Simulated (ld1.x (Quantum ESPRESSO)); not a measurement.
## PBE PAW dataset for technetium (Tc), scalar-relativistic all-electron reference.

* Element: technetium (Tc)
* Generator: ld1.x (Quantum ESPRESSO) 7.5
* Type: PAW
* Functional: PBE
* Relativity: scalar-relativistic
* Frozen core: [Ar] 3d10
* Valence charge: 15
* Reference configuration: 4s2 4p6 4d4 5s0 5p0 (charge +3)
* Partial waves: 4s (bound): rcut 1.35, rcutus 1.45 bohr; 5s (bound, empty): rcut 1.35, rcutus 1.45 bohr; 4p (bound): rcut 2.10, rcutus 2.25 bohr; 5p (bound, empty): rcut 2.10, rcutus 2.25 bohr; 4d (bound): rcut 1.05, rcutus 1.25 bohr; 4d channel at -2.15 Ry: rcut 1.05, rcutus 1.25 bohr
* Local potential: all-electron potential smoothed inside 1.30 bohr (lloc = -1)
* Core correction: Bessel-smoothed model core inside 0.55 bohr
* Augmentation charge: BESSEL, radius 1.15 bohr

All-electron outer shells of the reference configuration (PBE, scalar-relativistic, ld1.x):

```json
{"shell": "3d", "level (eV)": "-280.79", "outermost node (bohr)": "–", "outermost maximum (bohr)": "0.31"}
{"shell": "4s", "level (eV)": "-103.67", "outermost node (bohr)": "0.50", "outermost maximum (bohr)": "0.95"}
{"shell": "4p", "level (eV)": "-75.38", "outermost node (bohr)": "0.50", "outermost maximum (bohr)": "1.01"}
{"shell": "4d", "level (eV)": "-35.15", "outermost node (bohr)": "0.50", "outermost maximum (bohr)": "1.24"}
{"shell": "5s", "level (eV)": "-27.76", "outermost node (bohr)": "1.25", "outermost maximum (bohr)": "2.37"}
{"shell": "5p", "level (eV)": "-21.38", "outermost node (bohr)": "1.39", "outermost maximum (bohr)": "2.76"}
```

Does the generator finish with these settings?

Yes, a potential is produced and its reference levels are reproduced.

Estimate the cutoffs (Ry, on a coarse ladder) from which the occupation-weighted sum of valence levels, in a spherical-Bessel basis at the reference potential, stays within 10 and 1 mRy of its value at 400 Ry.

60 Ry and 90 Ry.

What does a ghost test show?

No extra level below or beside the all-electron valence levels (s, p, d, f tested).

Is the overlap operator S = 1 + Σ q|β⟩⟨β| positive definite (Bessel basis up to 400 Ry)?

Yes: its lowest eigenvalue is 0.26 (s channel).

Which valence shell sets the plane-wave cutoff?

4d: its level needs 70 Ry to come within 1 mRy, against 30 Ry for 4s.

Its largest configuration-test error is +7.8 meV (4s2 4p6 4d5 5s2 5p0). Test run stopped at test 4 of 7 (negative rho).
